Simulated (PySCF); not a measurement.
# Hg⁷⁴⁺ (mercury, charge +74) across methods

[He] 2s2 2p2, high-spin 3P determinant. Computed with PySCF 2.14 in an uncontracted even-tempered set (17 s from 56 bohr⁻², ratio 2.2; 10 p from 72 bohr⁻², ratio 2.2; 5 d from 270 bohr⁻², ratio 2.4; 5 f from 400 bohr⁻², ratio 2.4; 4 g from 600 bohr⁻², ratio 2.4), with the non-relativistic Hamiltonian (point nucleus).

| method | E (hartree) | mean ε 2s α (eV) | mean ε 2s β (eV) | mean ε 2p α (eV) | Σ⟨r²⟩ (bohr²) | ⟨S²⟩ |
| --- | --- | --- | --- | --- | --- | --- |
| PBE0 | -9341.76 | -19896.3 | -19816.7 | -19658.0 | 0.02487 | 2.000 |
| PBE | -9341.58 | -19851.8 | -19787.4 | -19614.3 | 0.02487 | 2.000 |
| PBEsol | -9338.51 | -19847.2 | -19781.7 | -19609.5 | 0.02488 | 2.000 |
| r2SCAN | -9342.13 | -19873.1 | -19794.4 | -19635.3 | 0.02487 | 2.000 |
| UHF | -9342.11341 | -20028.4 | -19902.5 | -19788.3 | 0.02486 | 2.000 |
| LDA | -9333.92 | -19841.1 | -19775.1 | -19604.3 | 0.02489 | 2.000 |
| B97-3 | -9341.81 | -19899.6 | -19820.9 | -19660.2 | 0.02486 | 2.000 |

A non-relativistic calculation at this Z misses sizeable relativistic shifts. Spin-orbit coupling is strong in this species (close to jj coupling), so the high-spin LS determinant is a model state, not a physical level.
